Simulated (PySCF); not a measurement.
## Electron correlation in Cl⁺ (chlorine, charge +1)

[Ne] 3s1 3p4 4s1, high-spin 5P determinant (an excited configuration). All numbers are calculated (PySCF 2.14, the non-relativistic Hamiltonian (point nucleus), in aug-cc-pV(D+d)Z (5s4p3d, 32 functions)). Frozen: [Ne]; 6 electrons correlated.

```tsv
level	correlation energy (mhartree)
CCSD	-133.91
(T)	-4.91
CCSD(T)	-138.82
CCSDT	-141.00
```

Diagnostics: T1 = 0.016, D1 = 0.0491, largest double amplitude 0.200.

The outer electron is Rydberg-like, and this basis confines it to a smaller radius and binds it less than a complete one would. A double-excitation amplitude exceeds 0.15, a sign of near-degeneracy.

Cost of the coupled-cluster step: roughly 0.9 core-seconds, for 6 correlated electrons.
